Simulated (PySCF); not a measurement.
**4-ethynylpyridine (SMILES C#Cc1ccncc1)**

Molfile (atoms numbered from 1):
```
C7H5N
     RDKit          3D

 13 13  0  0  0  0  0  0  0  0999 V2000
    3.1531   -0.2583   -0.0627 C   0  0  0  0  0  0  0  0  0  0  0  0
    1.9440   -0.1652   -0.0511 C   0  0  0  0  0  0  0  0  0  0  0  0
    0.5199   -0.0561   -0.0372 C   0  0  0  0  0  0  0  0  0  0  0  0
   -0.1144    1.1750   -0.2619 C   0  0  0  0  0  0  0  0  0  0  0  0
   -1.5054    1.2220   -0.2362 C   0  0  0  0  0  0  0  0  0  0  0  0
   -2.2782    0.1626   -0.0097 N   0  0  0  0  0  0  0  0  0  0  0  0
   -1.6750   -1.0044    0.2029 C   0  0  0  0  0  0  0  0  0  0  0  0
   -0.2933   -1.1742    0.2015 C   0  0  0  0  0  0  0  0  0  0  0  0
    4.2244   -0.3407   -0.0727 H   0  0  0  0  0  0  0  0  0  0  0  0
    0.4739    2.0741   -0.4523 H   0  0  0  0  0  0  0  0  0  0  0  0
   -2.0201    2.1742   -0.4094 H   0  0  0  0  0  0  0  0  0  0  0  0
   -2.3279   -1.8653    0.3874 H   0  0  0  0  0  0  0  0  0  0  0  0
    0.1517   -2.1541    0.3818 H   0  0  0  0  0  0  0  0  0  0  0  0
  1  2  3  0
  2  3  1  0
  3  4  2  0
  4  5  1  0
  5  6  2  0
  6  7  1  0
  7  8  2  0
  8  3  1  0
  1  9  1  0
  4 10  1  0
  5 11  1  0
  7 12  1  0
  8 13  1  0
M  END
```

Level of theory: quadratic response CAM-B3LYP/aug-cc-pVDZ first hyperpolarisability, Taylor convention, gas phase in PySCF. Geometry: PBE0-D3(BJ)/def2-SVP.

**Question.** Give the tensor of the second harmonic β(−2ω;ω,ω) at 1907 nm in the axes of these coordinates.

**Answer.** In au, Taylor convention; rows are the first index (the induced dipole):
|  | xx | yy | zz | xy | xz | yz |
| --- | --- | --- | --- | --- | --- | --- |
| x | +80.6 | -35.5 | -21.2 | -11.9 | -0.7 | +3.2 |
| y | -12.0 | +8.6 | +1.6 | -36.4 | +3.5 | -0.2 |
| z | -0.6 | -0.2 | +0.6 | +3.5 | -20.9 | +1.6 |

Norm of βᵢ = ⅓ Σⱼ (βᵢⱼⱼ + βⱼᵢⱼ + βⱼⱼᵢ): 23.6 au, hyper-Rayleigh value 34.9 au.
